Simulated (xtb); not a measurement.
H₃ClSi, charge -1, doublet, at the geometry of the source list (a state made from the parent by changing its charge; the spin is typed, not shown lowest); GFN2-xTB (xtb 6.7.1).

Input for xtb:
```
$ xtb mol.xyz --gfn 2 --chrg -1 --uhf 1 --acc 30 --json

# file mol.xyz
5

Si    -0.12910000    -0.00570000    -0.00460000
Cl     1.87810000     0.08360000     0.06760000
H     -0.50430000    -0.99840000    -1.00530000
H     -0.63000000     1.31380000    -0.37260000
H     -0.61480000    -0.39330000     1.31500000
```

Problem. Write the output that xtb gives for this input, abridged.

Solution. 
```
   ID    Z sym.   atoms
    1   14 Si     1
    2   17 Cl     2
    3    1 H      3-5

           -------------------------------------------------
          |                Calculation Setup                |
           -------------------------------------------------

           -------------------------------------------------
          |                 G F N 2 - x T B                 |
           -------------------------------------------------

          ...................................................
          :                      SETUP                      :
          :.................................................:
          :  # basis functions                  23          :
          :  # atomic orbitals                  21          :
          :  # shells                            9          :
          :  # electrons                        15          :
          :  max. iterations                   250          :
          :  Hamiltonian                  GFN2-xTB          :
          :  restarted?                      false          :
          :  GBSA solvation                  false          :
          :  PC potential                    false          :
          :  electronic temp.          300.0000000     K    :
          :  accuracy                   30.0000000          :
          :  -> integral cutoff          0.2000000E+02      :
          :  -> integral neglect         0.3000000E-06      :
          :  -> SCF convergence          0.3000000E-04 Eh   :
          :  -> wf. convergence          0.3000000E-02 e    :
          :  Broyden damping             0.4000000          :
          :  net charge                         -1          :
          :  unpaired electrons                  1          :
          ...................................................

 iter      E             dE          RMSdq      gap      omega  full diag
   1     -7.8925565 -0.789256E+01  0.801E+00    0.94       0.0  T
   2     -7.9644669 -0.719104E-01  0.502E+00    0.69       1.0  T
   3     -7.9650778 -0.610814E-03  0.252E+00    0.75       1.0  T
   4     -7.9655552 -0.477491E-03  0.499E-01    0.78       1.0  T
   5     -7.9657517 -0.196463E-03  0.386E-01    0.78       1.0  T
   6     -7.9659624 -0.210665E-03  0.368E-01    0.78       1.0  T
   7     -7.9662732 -0.310806E-03  0.104E-01    0.78       1.0  T
   8     -7.9662759 -0.271697E-05  0.293E-02    0.79       1.5  T
   9     -7.9662773 -0.136911E-05  0.273E-03    0.79      16.4  T

   *** convergence criteria satisfied after 9 iterations ***

         :::::::::::::::::::::::::::::::::::::::::::::::::::::
         ::                     SUMMARY                     ::
         :::::::::::::::::::::::::::::::::::::::::::::::::::::
         :: total energy              -7.930122912169 Eh    ::
         :: gradient norm              0.132902597003 Eh/a0 ::
         :: HOMO-LUMO gap              0.787112604854 eV    ::
         ::.................................................::
         :: SCC energy                -7.966277095649 Eh    ::
         :: -> isotropic ES            0.123443041144 Eh    ::
         :: -> anisotropic ES          0.002347648595 Eh    ::
         :: -> anisotropic XC         -0.008487156500 Eh    ::
         :: -> dispersion             -0.003774023879 Eh    ::
         :: repulsion energy           0.036154183479 Eh    ::
         :: add. restraining           0.000000000000 Eh    ::
         :: total charge              -1.000000000001 e     ::
         :::::::::::::::::::::::::::::::::::::::::::::::::::::

           -------------------------------------------------
          |                Property Printout                |
           -------------------------------------------------

    * Orbital Energies and Occupations

         #    Occupation            Energy/Eh            Energy/eV
      -------------------------------------------------------------
         1        2.0000           -0.8490312             -23.1033
         2        2.0000           -0.4346701             -11.8280
         3        2.0000           -0.2326765              -6.3314
         4        2.0000           -0.2301508              -6.2627
         5        2.0000           -0.2301477              -6.2626
         6        2.0000           -0.2043853              -5.5616
         7        2.0000           -0.2043798              -5.5615
         8        1.0000            0.0547231               1.4891 (HOMO)
         9        0.0000            0.0836489               2.2762 (LUMO)
        10        0.0000            0.0836716               2.2768
        11                          0.2022022               5.5022
        12                          0.2022086               5.5024
        13                          0.2294540               6.2438
        14                          0.2524415               6.8693
        15                          0.2524416               6.8693
        16                          0.2737056               7.4479
        17                          0.2737067               7.4479
        18                          0.6290647              17.1177
        19                          0.9219638              25.0879
       ...                                ...                  ...
        21                          1.0069121              27.3995
      -------------------------------------------------------------
                  HL-Gap            0.0289259 Eh            0.7871 eV
             Fermi-level           -0.0029830 Eh           -0.0812 eV

     #   Z          covCN         q      C6AA      α(0)
     1  14 Si       3.563     0.237   105.601    19.777
     2  17 Cl       0.804    -0.531   116.770    16.531
     3   1 H        0.920    -0.235    13.894     5.830
     4   1 H        0.920    -0.235    13.890     5.829
     5   1 H        0.920    -0.235    13.893     5.829

 Mol. C6AA /au·bohr⁶  :       1029.880628
 Mol. C8AA /au·bohr⁸  :      37775.533553
 Mol. α(0) /au        :         53.795042

Wiberg/Mayer (AO) data.
largest (>0.10) Wiberg bond orders for each atom

 ---------------------------------------------------------------------------
     #   Z sym  total        # sym  WBO       # sym  WBO       # sym  WBO
 ---------------------------------------------------------------------------
     1  14 Si   3.377 --     4 H    0.848     5 H    0.848     3 H    0.848
                             2 Cl   0.833
     2  17 Cl   0.929 --     1 Si   0.833
     3   1 H    0.945 --     1 Si   0.848
     4   1 H    0.945 --     1 Si   0.848
     5   1 H    0.945 --     1 Si   0.848
 ---------------------------------------------------------------------------

Topologies differ in total number of bonds
Writing topology from bond orders to xtbtopo.mol

molecular dipole:
                 x           y           z       tot (Debye)
 q only:       -1.166      -0.052      -0.042
   full:       -0.935      -0.042      -0.034       2.382
molecular quadrupole (traceless):
                xx          xy          yy          xz          yz          zz
 q only:       -5.113      -0.342       2.554      -0.276      -0.012       2.559
  q+dip:      -10.757      -0.719       5.373      -0.581      -0.026       5.384
   full:      -11.394      -0.762       5.691      -0.616      -0.028       5.703

           -------------------------------------------------
          | TOTAL ENERGY               -7.930122912169 Eh   |
          | GRADIENT NORM               0.132902597003 Eh/α |
          | HOMO-LUMO GAP               0.787112604854 eV   |
           -------------------------------------------------

normal termination of xtb
```
